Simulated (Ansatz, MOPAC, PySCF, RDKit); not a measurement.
Dimer: HBr (SMILES Br) (first 2 atoms) with Si2H6 (SMILES [SiH3][SiH3]); geometry from B3LYP-D3(BJ)/def2-TZVP, rigid monomers moved along the line of their centres of mass till H2···H6 is 2.75 Å.
(charge 0, multiplicity 1):
```xyz
10

Br    -0.4993     0.2664    -0.2040
H      0.2614    -0.5713     0.6674
Si     0.8732    -1.0848     4.5148
Si    -0.6554     0.6914     4.6138
H      2.1678    -0.7022     5.1276
H      1.1427    -1.4767     3.1044
H      0.3420    -2.2779     5.2165
H     -0.8879     1.0416     6.0365
H     -1.9428     0.2961     3.9980
H     -0.1136     1.8752     3.9082
```

Monomers are frozen at their geometry in the pair; levels with a basis set take the counterpoise correction. Rows marked so take none. RDKit's UFF carries no charges.

Rows in 3-21G, 6-31G* carry no dispersion term and start afresh at each structure (6-31G* with six Cartesian d functions); the Pople sets are all-electron and without relativity. The state reached by PM6 isn't checked.

Codes used: Ansatz (an electronic-structure program) with Gaussian orbitals; MOPAC for PM6 (differences of heats of formation); PySCF for 3-21G rows, 6-31G* rows, the dispersion terms; RDKit for the force fields. 

```
level                          interaction energy (kcal/mol)
-----------------------------  -----------------------------
UFF                                                    -0.81
PM6                                                    -0.38
PBE/def2-TZVPPD                                        -0.50
PBE-D3(BJ)/def2-TZVPPD                                 -1.22
r2SCAN/def2-TZVPPD                                     -0.49
r2SCAN-D3(BJ)/def2-TZVPPD                              -0.89
B3LYP/3-21G (no counterpoise)                          -0.50
B3LYP/6-31G*                                             [?]
B3LYP-D3(BJ)/def2-TZVPPD                                 [?]
```

Fill in the missing entries.


- B3LYP/6-31G*, interaction energy (kcal/mol): 0.05
- B3LYP-D3(BJ)/def2-TZVPPD, interaction energy (kcal/mol): -1.08
